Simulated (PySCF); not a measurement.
# Heteronuclear NMR

Cartesian coordinates in Å; atom numbers follow the order of the lines, from 1:
```xyz
16

C    -1.207   -2.237    0.355
C    -1.031   -0.844   -0.169
O    -1.926   -0.037   -0.210
Si    0.764   -0.441   -0.782
C     0.883    1.440   -1.004
F     1.100    1.920   -2.227
C     0.674    2.281    0.025
C     0.435    1.630    1.277
O     0.539    0.416    1.405
H    -0.627   -2.313    1.272
H    -2.253   -2.455    0.561
H    -0.802   -2.950   -0.358
H     1.843   -1.085   -0.051
H     0.806   -0.920   -2.182
H     0.650    3.355   -0.057
H     0.145    2.250    2.134
```

Level of theory: GFN2-xTB geometry, shieldings: GIAO PBE0/pcSseg-1, in PySCF 2.14.0 with density-fitted response routines (one averaged value for each set of equivalent atoms, non-relativistic Hamiltonian, one computed conformer, no solvent).

**Question.** Where does $^{19}$F resonate?

**Answer.** 
| atoms | environment | σ (ppm) | δ (ppm) |
| --- | --- | --- | --- |
| F6 | vinylic fluorine | 219.1 | -51.7 |

Shieldings were converted by a linear fit to measured shifts: $^{19}$F: δ = 146.13 − 0.903σ +14.6 on sp3 carbon (rms 6.0 ppm, 223 shifts, 7.0 ppm with the 5 outliers that the fit left out vs CFCl3, solution or neat liquid). A few per cent of atoms miss by over 2 rms, more outside the fitted compound classes.

On a 600 MHz spectrometer $^{19}$F resonates near 564.6 MHz, so 1 ppm is 564.6 Hz.

**Question.** Where does $^{29}$Si resonate?

**Answer.** 
```
atoms                 environment  σ (ppm)  δ (ppm)
  Si4  silicon bonded to 2 C, 2 H    427.9    -71.7
```

Shieldings were converted by a linear fit to measured shifts: $^{29}$Si: δ = 279.94 − 0.822σ (rms 8.9 ppm, 72 shifts, 25.8 ppm with the 6 outliers that the fit left out vs TMS, solution or neat liquid). A few per cent of atoms miss by over 2 rms, more outside the fitted compound classes.

On a 300 MHz spectrometer $^{29}$Si resonates near 59.6 MHz, so 1 ppm is 59.6 Hz.

**Question.** What are the $^{17}$O shifts?

**Answer.** 
```
atoms      environment  σ (ppm)  δ (ppm)
   O3  carbonyl oxygen   -422.6    651.6
   O9  aldehyde oxygen   -230.3    476.5
```

Shieldings were converted by a linear fit to measured shifts: $^{17}$O (scatter 10.7 ppm rms, 12.2 ppm with the 3 outliers that the fit left out vs liquid water, solution or neat liquid). Occasional misses reach two or three times the rms, and more in compound classes unlike the fitted ones.

On a 500 MHz spectrometer $^{17}$O resonates near 67.8 MHz, so 1 ppm is 67.8 Hz.
